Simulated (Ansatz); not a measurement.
Reaction: AlH3 (SMILES [AlH3]) → AlH3 (parent SMILES [AlH3], triplet)
Each species at its own B3LYP-D3(BJ)/def2-TZVP minimum (Ansatz, a quantum-chemistry and plane-wave program).

Total energies in hartree (Ansatz). Radicals and triplets start from unrestricted determinants; spin-orbit coupling is neglected. Correlated methods leave the cores frozen. No relativity. The spin of H3Al (parent SMILES [AlH3], triplet) was assumed, and the state is the lowest solution found for it.

```csv
species,HF/cc-pV(T+d)Z,CCSD(T)/cc-pV(T+d)Z,HF/cc-pV(Q+d)Z,CCSD(T)/cc-pV(Q+d)Z,CCSDT(Q)/cc-pV(Q+d)Z
1: AlH3 (SMILES [AlH3]),-243.64601,-243.76496,-243.64896,-243.77255,-243.77301
"2: AlH3 (parent SMILES [AlH3], triplet)",-243.55302,-243.65973,-243.55606,-243.66670,-243.66745
```

**Question.** Work out the adiabatic triplet-singlet gap (electronic) in kcal/mol: take Hartree-Fock from cc-pV(Q+d)Z, extrapolate the CCSD(T) correlation energy as X^-3 (X = 3, 4), and add CCSDT(Q) - CCSD(T) in cc-pV(Q+d)Z. 1 hartree = 627.51 kcal/mol.

**Answer.** 
Species 1: correlation (64·(-0.12359) - 27·(-0.11895))/37 = -0.12698; step -0.00046; E1 = -243.64896 + (-0.12698) + (-0.00046) = -243.77640
Species 2: correlation (64·(-0.11064) - 27·(-0.10671))/37 = -0.11351; step -0.00075; E2 = -243.55606 + (-0.11351) + (-0.00075) = -243.67032
-1·E1 +1·E2 = 0.10608 hartree = 66.6 kcal/mol.
